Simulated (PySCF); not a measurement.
B(CCH)(Cl)(OMe) (C₃H₄BClO), SMILES C#CB(Cl)OC.

The structure is a stationary point at PBE0-D3(BJ)/def2-SVP. This is a generated structure with no PubChem entry under its InChIKey; it may be hypothetical. The values are those of a single conformer.

Two levels are set side by side: TDDFT-PBE/def2-SVPD (PySCF) and TDDFT-CAM-B3LYP/def2-SVPD (PySCF). Vertical, same geometry. The lowest singlet is HOMO→LUMO 100 % with PBE and HOMO→LUMO 94 % with the other functional; states are paired by order. Differences are taken from unrounded values.

```tsv
quantity	TDDFT-CAM-B3LYP
lowest singlet excitation (eV)	5.16
lowest triplet excitation (TDA) (eV)	4.51
first bright state (f over 0.05) (eV)	5.91
its oscillator strength	0.07
```

What does TDDFT-PBE give, and how far is it from TDDFT-CAM-B3LYP? (The exact figures need the calculation; the answer reports its results.)


```json
[
 {"quantity": "lowest singlet excitation (eV)", "TDDFT-PBE": "4.87", "TDDFT-PBE minus TDDFT-CAM-B3LYP": "-0.29"},
 {"quantity": "lowest triplet excitation (TDA) (eV)", "TDDFT-PBE": "4.36", "TDDFT-PBE minus TDDFT-CAM-B3LYP": "-0.15"},
 {"quantity": "first bright state (f over 0.05) (eV)", "TDDFT-PBE": "5.67", "TDDFT-PBE minus TDDFT-CAM-B3LYP": "-0.25"},
 {"quantity": "its oscillator strength", "TDDFT-PBE": "0.11", "TDDFT-PBE minus TDDFT-CAM-B3LYP": "0.04"}
]
```

A lower first singlet is the usual sign of a functional without exact exchange. Differences between two approximate levels are no errors against the true value.

Rough cost on one machine, each run with all the roots and properties that it gave: TDDFT-CAM-B3LYP against TDDFT-PBE about 6 times.
